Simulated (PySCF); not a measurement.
Molecule: SMILES OCCC(F)(F)F, C$_{3}$H$_{5}$F$_{3}$O.

Bonds (- single, = double, # triple, : aromatic): O1-C2 1.398 Å, C2-C3 1.524 Å, C3-C4 1.504 Å, C4-F5 1.336 Å, C4-F6 1.340 Å, C4-F7 1.338 Å. O1 carries H8; C2 carries H9, H10; C3 carries H11, H12.

Geometry PBE0-D3(BJ)/def2-SVP throughout; GIAO in PySCF 2.14.0 with density-fitted response routines, gas phase, one conformer, non-relativistic; equivalent atoms averaged; basis pcSseg-1.

For orientation, BHandHLYP gives these absolute shieldings σ: O1 307.9, C4 58.2, C2 127.1, C3 143.0, F5/F6/F7 272.6, H9/H10 27.74, H11/H12 29.44, H8 31.52 ppm.

A run gave: O1 305.5, C4 50.0, C2 122.9, C3 139.4, F5/F6/F7 260.1, H9/H10 27.54, H11/H12 29.33, H8 31.58 ppm (absolute shieldings σ).

Q: Which functional was used in that run?
A. wB97X-D
B. KT2
C. KT3
D. CAM-B3LYP
E. PBE

A: D. C4 tells them apart best: CAM-B3LYP gives 50.0, KT3 gives 54.6, KT2 gives 53.3, wB97X-D gives 54.4, PBE gives 44.9 ppm.
